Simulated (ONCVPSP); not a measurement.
## silicon, ONCV: configuration errors across variants

| Item | Value |
| --- | --- |
| Element | Si |
| Generator | ONCVPSP 4.0.1 |
| Type | optimised norm-conserving Vanderbilt (ONCV) |
| Functional | PBE |
| Relativity | scalar-relativistic |
| Frozen core | [Ne] |
| Valence charge | 4 |
| Reference configuration | 3s2 3p2 |
| Partial waves | 3s: rc 1.55 bohr, ncon 3, nbas 6, qcut 4.5 1/bohr, 2 projectors, debl 1.4 Ha; 3p: rc 2.35 bohr, ncon 5, nbas 10, qcut 3.6 1/bohr, 1 projector; d scattering state at 0.33 Ha: rc 2.30 bohr, ncon 4, nbas 8, qcut 4.3 1/bohr, 3 projectors, debl 2.7 Ha |
| Local potential | polynomial inside 1.35 bohr (lpopt 5, dvloc0 0 Ha) |
| Core correction | Teter function, fcfact 4.5, rcfact 1.45 |

All-electron excitation energies from the reference (eV): (1) 3s2 3p1 7.740; (2) 3s2 3p0 23.733; (3) 3s1 3p0 57.704; (4) 3s1 3p3 6.814.

1 further variants failed, have other tests or another functional or relativity, and are left out.

Errors AE − PS in meV (a dash: test not solved or not reliable):

```tsv
change	(1)	(2)	(3)	(4)	bound ghosts	GHOST(+) flags above zero
base	+2.5	+3.1	-16	-0.6	none	s
local potential polynomial inside 1.35 bohr (lpopt 5, dvloc0 2 Ha)	+2.3	+3.1	-16	-0.7	none	s
s: nproj 1	+4.9	+26	+56	0.0	none	none
```

(1) Give the same row for: all radii but the core radius scaled by about 0.89 (s 1.38, p 2.10, d 2.06 bohr); local potential polynomial inside 1.20 bohr (lpopt 5, dvloc0 0 Ha).

## Answers

(1) +2.6, +6.5, -10, -3.2; bound ghosts: none; GHOST(+) flags above zero: s, d.
